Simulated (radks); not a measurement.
The numbers below are computed, except where a source is named.
Q: Si+, configuration [Ne] 3s2 3p(up 0.5, down 0.5) (fractional occupations, a model configuration). Code: a radial shooting solver on a logarithmic mesh with Libxc functionals. Model: scalar-relativistic Kohn-Sham, SCAN, spin-polarised, spherical densities, finite nucleus; meta-GGA in the generalised Kohn-Sham scheme; Fermi nuclear charge, rms radius 3.1224 fm. Some entries of the table are withheld. Estimate them.

| orbital | occ. | eigenvalue (Ry) | r(max) (bohr) |
|---|---|---|---|
| 1s | 2 | -132.8121 | 0.07264 |
| 2s | 2 | (1) | (2) |
| 2p | 6 | (3) | 0.3884 |
| 3s | 2 | (4) | (5) |
| 3p | 1 | -0.85117 | (6) |

A: 
(1) 2s eigenvalue (Ry): -11.25781
(2) 2s r(max) (bohr): 0.4535
(3) 2p eigenvalue (Ry): -7.88815
(4) 3s eigenvalue (Ry): -1.42476
(5) 3s r(max) (bohr): 1.756
(6) 3p r(max) (bohr): 2.024
